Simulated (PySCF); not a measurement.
Species: 2,3-dimethylthiophene (`CC1=C(C)SC=C1`). The columns A, B, C and D hold Mulliken, IAO, Hirshfeld and ESP-fitted charges (e) of one PBE0/pcSseg-1 density (PySCF), in a shuffled order. Coordinates in Å (GFN2-xTB); the density's dipole moment is (-0.73, 0.70, 0.25) D.

| atom | x | y | z | A | B | C | D |
| --- | --- | --- | --- | --- | --- | --- | --- |
| C1 | -0.714 | 1.581 | 0.412 | -0.115 | -0.558 | -0.425 | -0.100 |
| C2 | 0.223 | 0.462 | 0.093 | -0.024 | +0.322 | -0.030 | -0.217 |
| C3 | 1.635 | 0.624 | 0.084 | -0.080 | -0.421 | -0.190 | -0.027 |
| C4 | 2.302 | -0.515 | -0.215 | -0.093 | -0.288 | -0.323 | -0.252 |
| S5 | 1.227 | -1.828 | -0.496 | +0.082 | +0.003 | +0.307 | +0.267 |
| C6 | -0.153 | -0.815 | -0.203 | -0.029 | +0.008 | -0.153 | -0.507 |
| C7 | -1.526 | -1.389 | -0.284 | -0.121 | -0.553 | -0.426 | -0.121 |
| H8 | -0.692 | 1.798 | 1.480 | +0.045 | +0.158 | +0.153 | +0.134 |
| H9 | -0.417 | 2.483 | -0.121 | +0.046 | +0.155 | +0.151 | +0.127 |
| H10 | -1.734 | 1.329 | 0.135 | +0.045 | +0.161 | +0.145 | +0.112 |
| H11 | 2.119 | 1.562 | 0.294 | +0.052 | +0.235 | +0.156 | +0.068 |
| H12 | 3.359 | -0.676 | -0.291 | +0.051 | +0.245 | +0.171 | +0.119 |
| H13 | -1.487 | -2.400 | -0.682 | +0.045 | +0.200 | +0.154 | +0.123 |
| H14 | -1.988 | -1.425 | 0.703 | +0.047 | +0.171 | +0.155 | +0.138 |
| H15 | -2.159 | -0.784 | -0.933 | +0.048 | +0.163 | +0.154 | +0.137 |

Q: Which column most likely holds the ESP-fitted charges?

A: B. Σ q r misses the density's dipole by 0.03 D (B), 1.08 D (A), 1.84 D (C), 1.98 D (D). Charges fitted to the outside potential are the only set here that is tied to the molecule's multipoles.

Q: And the Hirshfeld charges?

A: A. The mean sizes are 0.061 e (A), 0.163 e (D), 0.206 e (C), 0.243 e (B), and Hirshfeld charges are commonly the smallest of these schemes.

As computed, A = Hirshfeld, B = ESP-fitted, C = IAO, D = Mulliken. Hydrogens on carbon: Hirshfeld +0.04 to +0.05, ESP-fitted +0.15 to +0.24, IAO +0.15 to +0.17, Mulliken +0.07 to +0.14 e.

The Hirshfeld scheme weights the molecular density at each point by an atom's share of the summed free-atom densities. The Mulliken scheme gives each basis function's population to the atom it is centred on and halves the overlap population of two atoms between them.

Geometry: GFN2-xTB; no solvent, vibrations or thermal averaging.

These values come from a run that also computed NMR shieldings. The run took 32 s on one thread, Arm Neoverse N1 (aarch64), no GPU, shared host with 64 logical CPUs at a one-minute load of 40, and the process peaked at 0.75 GiB of memory.
